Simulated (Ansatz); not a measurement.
`C[O][GeH]([F])[S]C` + `[NH2][Ge][OH]` → `C[O][Ge][NH2]` + `C[O][GeH]([F])[SH]`  (substitution at a C–S bond)

Computed with Ansatz on PBE0-D4/def2-TZVP structures; ΔE is electronic, products minus reactants. CCSD(T)/CBS is the MP2 limit (def2-TZVPP, def2-QZVPP) plus CCSD(T) − MP2 in def2-TZVPP, frozen cores. Functionals use def2-TZVPP. For Ge outer-core shells are correlated without core-valence functions, which leaves a few kJ/mol of doubt a bond. Scalar relativity is left out up to krypton. One conformer a species, not always the lowest.

| species | PBE0-D4 energy (Eh) |
| --- | --- |
| `C[O][GeH]([F])[S]C` | -2730.22114 |
| `[NH2][Ge][OH]` | -2208.48323 |
| `C[O][Ge][NH2]` | -2247.74599 |
| `C[O][GeH]([F])[SH]` | -2690.94424 |

Q: Work out ΔE.

A: ΔE = (-2247.74599) + (-2690.94424) − (-2730.22114) − (-2208.48323) = 0.01414 Eh = +0.38 eV. CCSD(T)/CBS gives +0.41 eV.

Largest T1 diagnostic among the species: 0.014.

In def2-TZVPP, CCSD(T) changes the Hartree–Fock value by +0.06 eV (the triples alone add +0.01 eV) and MP2 by +0.11 eV.
